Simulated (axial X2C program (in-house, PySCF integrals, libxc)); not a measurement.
## A run on VSb⁺ without results

A two-component calculation with an axial X2C code built on PySCF integrals.

Input and command:
```json
{"zs": [51, 23], "q": 1, "bas": ["dyall-cv3z", "dyall-cv3z"], "r0": 2.74, "eom": "ip", "rq": 0, "thr": -2.0, "nmax": 95, "grid": [1, 0.96, 1.045, 0.92, 1.09, 1.15]}
```
```bash
python soeom.py task.json out
```

Keys: zs atomic numbers; q charge; bas basis sets; r0 starting distance in Å; eom kind of EOM run; rq charge at which the geometry is sought; thr threshold in hartree for freezing inner shells (an s shell follows its p shell); nmax most natural virtual spinors; grid distances as factors.

Outcome:

The program refused: none of the low determinants of the reference species is a closed shell, which the EOM method needs.
